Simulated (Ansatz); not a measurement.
Cl2GeH4OSi can be A, `Cl[SiH2][O][GeH2][Cl]`, or B, `O[SiH](Cl)[GeH2][Cl]`.

Gas-phase electronic energies from Ansatz, PBE0-D4/def2-TZVP geometries. CCSD(T)/CBS is the MP2 limit (def2-TZVPP, def2-QZVPP) plus CCSD(T) − MP2 in def2-TZVPP, frozen cores. DFT in def2-TZVPP. For Ge outer-core shells are correlated without core-valence functions, which leaves a few kJ/mol of doubt a bond. Scalar relativity is left out up to krypton. One conformer a species, not always the lowest.

**Question.** Which isomer does CCSD(T)/CBS put lower? Give the gap. (An estimate is asked.)

**Answer.** Ansatz gave: A, by 9.1 kcal/mol.

**Question.** Give E(B) − E(A) in kcal/mol with PBE0-D4, r2SCAN-D4, CCSD/def2-TZVPP, ωB97M-V, HF/def2-TZVPP, MP2/def2-TZVPP, CCSD(T)/def2-TZVPP. (Best estimate.)

**Answer.** The calculation gave: PBE0-D4 5.6, r2SCAN-D4 7.5, CCSD/def2-TZVPP 11.0, ωB97M-V 8.9, HF/def2-TZVPP 15.7, MP2/def2-TZVPP 11.2, CCSD(T)/def2-TZVPP 10.5. None reverses the order clearly.

Largest T1 diagnostic: 0.011.

From PBE to PBE0 (25 % exact exchange), in def2-TZVPP and without D4, E(B) − E(A) moves by +1.8 kcal/mol. In def2-TZVPP, CCSD(T) changes the Hartree–Fock value by −5.3 kcal/mol (the triples alone add −0.6 kcal/mol) and MP2 by −4.6 kcal/mol.
